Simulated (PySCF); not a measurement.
# Computed records: B₂H₂O₂

Computed with PySCF 2.14.0. Calculation on a computer-drawn molecule: optimised geometry and harmonic frequencies of an isolated molecule of the commonest isotopes, restricted reference for singlets and unrestricted otherwise, frozen core in MP2.

### B₂H₂O₂

Start structure:
```xyz
6
B2H2O2
O     -3.5580    -0.8616    -1.0831
B     -2.6281    -0.4799    -0.5095
B     -1.4299    -0.0860     0.5736
O     -0.6109     0.9921     0.2945
H     -1.1714    -0.7723     1.5431
H      0.0381     1.1660     0.9238
```

| Item | Value |
| --- | --- |
| charge | 0 |
| multiplicity | 1 |
| method | HF |
| basis | cc-pVDZ |
| rotational constants | ? |
| total energy | ? |

Drawn bonds:
```
atom  other atom  order
   1           2      2
   2           3      1
   3           4      1
   3           5      1
   4           6      1
```

Questions
1. Give the missing rotational constants for B₂H₂O₂.
2. What total energy does the calculation give for B₂H₂O₂?

Answers
1. 51.42, 3.757, 3.501 GHz
2. -200.3657 hartree

Further results for B₂H₂O₂:

| Quantity | Value |
| --- | --- |
| convergence status largest gradient component | 1.112e-05 hartree/bohr |

Optimised structure:
```xyz
6
B2H2O2
O     -3.5647    -0.8288    -1.1644
B     -2.6654    -0.5115    -0.4567
B     -1.3798    -0.0973     0.5968
O     -0.6495     0.9831     0.2922
H     -1.1488    -0.7578     1.5710
H      0.0481     1.1705     0.9035
```

Modes:
```
frequency (cm⁻¹)  reduced mass (dalton)
           209.2                  6.499
           330.1                  3.231
           526.8                  9.303
           689.6                  1.356
           739.4                   3.91
           972.8                  1.528
            1078                  1.046
            1275                  1.654
            1445                  4.593
            2157                  12.19
            2716                  1.095
            4152                  1.066
```
